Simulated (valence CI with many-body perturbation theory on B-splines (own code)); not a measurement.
The numbers below are computed, except where a source is named.
## Sensitivity of CI+MBPT for Ru21+

Method: configuration interaction combined with many-body perturbation theory (CI+MBPT): five valence electrons over a frozen Dirac-Fock core [Ar], a basis of 6 s, 6 p, 5 d, 5 f, 1 g functions for each j, with the one-electron correlation potential Σ1 (screened to all orders), the two-electron term Σ2, the three-electron term Σ3, Breit, model QED; selected single and double excitations, second order for the rest, scaled by the run's own slope (own B-spline code, finite nucleus).

No measured spectrum was set against this ion. As an estimate, terms of the open shell hold to 2 to 4 % of their energy, and close levels can change places. Among the levels kept, up to 530 cm⁻¹ of a level comes from second order outside the variational space, and about a tenth of that is noise between levels of different J, which matters for small intervals. Only levels of the ground parity were solved; by the run's estimate the other parity begins above the list, which can be wrong where configurations are misplaced.

The reference run has the lowest level 3d5 6S_5/2 and an ionisation energy of 980.621 eV. Its largest variational space holds 9982 state functions.

Names give the largest LS component (configuration and term), which can be under half, so a name can repeat, a term be missing and a line seem to break the LS rules; names also repeat where a configuration has a term twice. Letters in brackets count levels of one name in rising energy.

Changed runs:
A. scale of Σ2 1 → 1.2
B. box radius (bohr) 5.2095 → 2.95
C. correlating orbitals by l 3 3 3 3 1 → 4 4 3 0 0; scale of Σ2 1 → 1.2
D. Davidson tolerance 2e-05 → 0.03 (bad on purpose)

Excitation energies of the reference run in cm⁻¹, and shifts in cm⁻¹:

| Level | Reference | A | B | C | D |
| --- | --- | --- | --- | --- | --- |
| 3d5 4G_5/2 [a] | 87224 | -988 | +10 | +1670 | +0.8 |
| 3d5 4G_7/2 | 104398 | -757 | +14 | +1461 | +0.8 |
| 3d5 4G_11/2 | 106153 | -180 | +14 | +1838 | +0.5 |
| 3d5 4P_3/2 | 108393 | -656 | +14 | +2009 | +1.2 |
| 3d5 4G_5/2 [b] | 109367 | -755 | +8.2 | +1505 | +0.7 |
| 3d5 4G_9/2 | 110376 | -192 | +13 | +1817 | +0.7 |
| 3d5 4P_1/2 | 119381 | -557 | +15 | +2117 | -0.3 |
| 3d5 4D_7/2 | 132990 | -1049 | +14 | +1487 | +0.8 |
| 3d5 4D_5/2 | 142325 | -1092 | +10 | +1906 | +1.0 |
| 3d5 4D_1/2 | 148134 | -636 | +14 | +1962 | -0.3 |
| 3d5 4D_3/2 | 152224 | -561 | +14 | +2198 | +1.1 |
| 3d5 2I_11/2 | 152904 | +26 | +18 | +2670 | +0.3 |
| Ionisation energy (eV) | 980.621 | +1.726 | +0.0011 | +1.550 | -4.9e-05 |
